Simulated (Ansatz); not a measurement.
Diatomic NaCl-, multiplicity 2 (lowest of 2S+1 = 2, 4 at CCSD(T)/def2-TZVPP on PBE0 minima; our sources give no spin for the ground state, which may be another).

Seven points along R, fitted to fifth degree in 1/R; most abundant isotopes. In def2 and cc sets the state is the lowest found near the PBE0 minimum, followed along R.

Codes used: Ansatz (a first-principles code). 

Energies at wB97X-V/def2-TZVPP:

```tsv
R (Å)	E (hartree)
2.319616	-622.49195688
2.381971	-622.49375627
2.439338	-622.49461951
2.504188	-622.49487991
2.569037	-622.49455197
2.643864	-622.49362655
2.731161	-622.49201919
```

With a reduced mass of 13.8707 u, find the minimum, the force constant and the constants.

A fifth-degree polynomial in 1/R puts the minimum at r_e = 2.4976 Å with force constant 62.4 N/m. Then ω_e = (1/2πc)√(k/μ) = 276 cm⁻¹ and B_e = h/(8π²cμr_e²) = 0.1948 cm⁻¹; the cubic and quartic terms give α_e = 0.0020 and ω_e x_e = 2.1 cm⁻¹.
